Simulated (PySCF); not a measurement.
V(O)2(OH) (HO3V), SMILES [V]([OH])(=[O])=[O], multiplicity 1. Atoms are numbered in the order given.

```xyz
5

V     -0.0734     0.2030     0.0000
O     -0.8730    -0.2121     1.2809
O     -0.8730    -0.2121    -1.2809
O      1.6576    -0.0736     0.0000
H      2.3955    -0.6862     0.0000
```

Coordinates come from a PBE0-D3(BJ)/def2-SVP optimisation. A frequency run showed that this geometry is not a minimum. The multiplicity is an assumed one; other spin states were not compared. One conformer was computed; it need not be the lowest.

Computed with PBE/def2-TZVPD in PySCF.

The molecule is in vacuum.

- total energy: -1170.05515 hartree
- point group: Cs
- highest occupied level: -6.99 eV
- lowest empty level: -4.64 eV
- orbital gap: 2.35 eV
- dipole moment: 3.14 D
- quadrupole, principal values (traceless, Buckingham form, about the centre of nuclear charge): -8.76, -2.42, 11.18 D·Å
- mean static polarisability: 42.2 bohr³ (6.25 Å³)
- polarisability, principal values: 27.7, 48.4, 50.4 bohr³
